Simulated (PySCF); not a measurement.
C8H16Si.
Numbering: `[CH3:1][C:2]([CH3:3])([CH3:4])[C@H:5]1[CH:6]=[CH:7][CH2:8][SiH2:9]1` (hydrogens: H10, H11, H12 on C1; H13, H14, H15 on C3; H16, H17, H18 on C4; H19 on C5; H20 on C6; H21 on C7; H22, H23 on C8; H24, H25 on Si9)

The closed-shell ground state was solved at several levels (PySCF, density fitting, gas phase, non-relativistic). Geometry: PBE0-D3(BJ)/def2-SVP; no solvent, vibrations or thermal averaging.

```csv
level,basis functions,HOMO (eV),LUMO (eV),gap (eV),dipole (D)
PBE0/pcSseg-1,240,-7.04,0.41,7.45,0.38
CAM-B3LYP/def2-SVPD,312,-8.34,1.18,9.52,0.38
```

Question: Estimate the row for wB97X-D/pcSseg-1, a basis of 240 functions; the other rows only guide the guess.

Answer: HOMO -8.86 eV, LUMO 2.22 eV, gap 11.08 eV, dipole 0.34 D.

Question: Over all these levels, which gives the widest orbital gap and which the narrowest?

Answer: wB97X-D/pcSseg-1 (range-separated hybrid) has the widest, 11.08 eV, and PBE0/pcSseg-1 (global hybrid, 25 % exact exchange) the narrowest, 7.45 eV. The two share the basis. From the narrowest to the widest the HOMO moves by -1.82 eV and the LUMO by +1.81 eV.

Question: How far do the dipole and the HOMO energy spread over the levels?

Answer: The dipole runs from 0.34 to 0.38 D (mean 0.37 D) and the HOMO from -8.86 to -7.04 eV.
